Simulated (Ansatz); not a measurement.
Harmonic frequencies (cm⁻¹) at PBE0-D4/def2-TZVP from Ansatz: 71, 80, 118, 145, 187, 263, 332, 528, 566, 1086, 1175, 1181, 1467, 1487, 1499, 3024, 3096, 3111.

Each molecule was computed in one conformer, which needn't be the lowest.

(1) Which molecule is it?
A. `[CH3][Bi]([F])[F]`
B. `[CH3][Bi]([Cl])[Cl]`
C. `C[O][Bi]([Cl])[Cl]`
D. `C[O][Bi]([F])[Cl]`

Results:

(1) D.
